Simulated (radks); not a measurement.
These are the eigenvalues of the occupied orbitals of an atom or ion with whole-number occupations (eV). Method: Dirac Kohn-Sham, PBE, spin-unpolarised, spherical densities, point nucleus; computed with a radial shooting solver on a logarithmic mesh with Libxc functionals.

| orbital | eigenvalue |
|---|---|
| 1s1/2 | -26518.42 |
| 2s1/2 | -3943.322 |
| 2p1/2 | -3671.511 |
| 2p3/2 | -3479.046 |
| 3s1/2 | -742.1385 |
| 3p1/2 | -633.2347 |
| 3p3/2 | -598.8632 |
| 3d3/2 | -406.2059 |
| 3d5/2 | -399.2220 |
| 4s1/2 | -114.6850 |
| 4p1/2 | -79.7990 |
| 4p3/2 | -73.9817 |
| 4d3/2 | -20.9324 |
| 4d5/2 | -20.2276 |
| 5s1/2 | -13.0571 |

Which element is it, and in what charge state? The configuration may be excited. Open shells, if any, are shared by 2j + 1.

Answer. Z = 48, cadmium, charge +1: Cd+ in [Kr] 4d10 5s1. The list shows which subshells hold electrons but not how many an open one holds; the 1s level, -974.53 hartree, gives Z - s = 44.1 by -(Z - s)^2/2, which with screening and relativity narrows Z to a few neighbours, and the depths of the outer levels then fix element, charge and occupations together.
